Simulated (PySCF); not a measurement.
# Structure from 2D NMR

Compound of formula C$_{4}$H$_{10}$ClFSi$_{2}$. Correlations simulated from computed shifts and the bond graph:

HSQC (one-bond C–H):
```tsv
δH	δC
6.30	139.1
5.93	139.1
5.21	87.4
2.03	26.9
```

COSY cross peaks (H two or three bonds apart, from the bond graph; peaks can be absent where the dihedral angle is near 90°):
```tsv
δH	δH
6.30	5.93
5.42	5.21
5.21	3.99
```

HMBC (two and three bonds, from the bond graph):
```tsv
δH	δC
6.30	149.1, 26.9
5.93	149.1, 26.9
5.42	149.1, 139.1, 87.4, 26.9
5.21	149.1
3.99	87.4
2.03	149.1, 139.1
```

Carbons without hydrogens: δ 149.1.

[PySCF 2.14: σ from GIAO-PBE0/pcSseg-1; geometry: GFN2-xTB; no relativistic terms; a single conformation; gas phase; averaged over atoms made equivalent by symmetry, fast rotation or ring inversion]

References, each an isolated molecule treated in the same way: ¹H (σ = 31.72 ppm) and ¹³C (σ = 186.93 ppm) against TMS.

Exchangeable hydrogens are left out of these lists.

Question: Assemble the structure.

Answer: `C=C(C)[Si@@H](Cl)[C@H](F)[SiH3]`.

Numbering as in the mapped SMILES `[CH2:1]=[C:2]([CH3:3])[Si@@H:4]([Cl:5])[C@H:6]([F:7])[SiH3:8]`. Hydrogens are named by the atom that carries them. Ha(C1) is cis to C3; Hb(C1) is trans to C3.

- δC 149.1 is C2, a fully substituted alkene carbon.
- δC 139.1 is C1, a terminal =CH2 carbon (δH 5.93, 6.30).
- δC 87.4 is C6, an sp3 CH bonded to F and 2 Si (δH 5.21).
- δC 26.9 is C3, an allylic methyl carbon (δH 2.03).
- HMBC from δH 6.30 reaches the proton-free carbon C2.
- HMBC from δH 5.93 reaches the proton-free carbon C2.
- HMBC from δH 5.42 reaches the proton-free carbon C2.
- HMBC from δH 5.21 reaches the proton-free carbon C2.
- COSY links 6.30–5.93, 5.42–5.21, 5.21–3.99.

The shifts were computed for this structure.

Shifts are as computed. Against solution values, carbons near 30 ppm lie about +3 ppm off and those near 130 ppm about +5 ppm. Of 1211 compounds with measured shifts, 218 miss one by over three times the rms of a fit or turn the order of signals round; such compounds aren't used in these exercises.
